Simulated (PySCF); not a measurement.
# Correlation energy of Tb+ (terbium, charge +1)

[Xe] 4f9 6s1, one real determinant. Calculation: PySCF 2.14, in ANO-RCC-VTZP; scalar relativity by spin-free X2C-1e. Frozen: [Ar] 3d10; 36 electrons correlated.

MP2 pair energies summed by pair of shells (mhartree):

```json
{"pair": "4d-4f", "energy": "-289.01", "share (%)": "19.9"}
{"pair": "4f-4f", "energy": "-288.14", "share (%)": "19.8"}
{"pair": "4f-5p", "energy": "-233.01", "share (%)": "16.0"}
{"pair": "5p-5p", "energy": "-128.17", "share (%)": "8.8"}
{"pair": "4d-4d", "energy": "-109.73", "share (%)": "7.5"}
{"pair": "4d-5p", "energy": "-78.24", "share (%)": "5.4"}
{"pair": "4p-4f", "energy": "-59.90", "share (%)": "4.1"}
{"pair": "4p-4d", "energy": "-58.72", "share (%)": "4.0"}
{"pair": "4f-5s", "energy": "-51.59", "share (%)": "3.5"}
{"pair": "5s-5p", "energy": "-35.62", "share (%)": "2.4"}
{"pair": "4d-5s", "energy": "-25.89", "share (%)": "1.8"}
{"pair": "5p-6s", "energy": "-18.87", "share (%)": "1.3"}
{"pair": "4p-4p", "energy": "-14.21", "share (%)": "1.0"}
{"pair": "4s-4f", "energy": "-11.06", "share (%)": "0.8"}
{"pair": "4s-4d", "energy": "-10.58", "share (%)": "0.7"}
{"pair": "4f-6s", "energy": "-9.73", "share (%)": "0.7"}
{"pair": "4p-5p", "energy": "-9.14", "share (%)": "0.6"}
{"pair": "4s-4p", "energy": "-6.68", "share (%)": "0.5"}
{"pair": "5s-5s", "energy": "-6.44", "share (%)": "0.4"}
{"pair": "4p-5s", "energy": "-4.70", "share (%)": "0.3"}
{"pair": "4d-6s", "energy": "-2.00", "share (%)": "0.1"}
{"pair": "4s-5p", "energy": "-1.13", "share (%)": "0.1"}
{"pair": "4s-4s", "energy": "-1.11", "share (%)": "0.1"}
{"pair": "5s-6s", "energy": "-1.00", "share (%)": "0.1"}
{"pair": "4s-5s", "energy": "-0.42", "share (%)": "0.0"}
{"pair": "4p-6s", "energy": "-0.21", "share (%)": "0.0"}
{"pair": "4s-6s", "energy": "-0.02", "share (%)": "0.0"}
```

Total MP2 correlation energy: -1455.3 mhartree.

Same-spin part -572.36 and opposite-spin part -882.97 mhartree; SCS-MP2 scales them by 1/3 and 6/5 to -1250.4 mhartree.

The reference is one real determinant that mixes LS terms of this configuration.
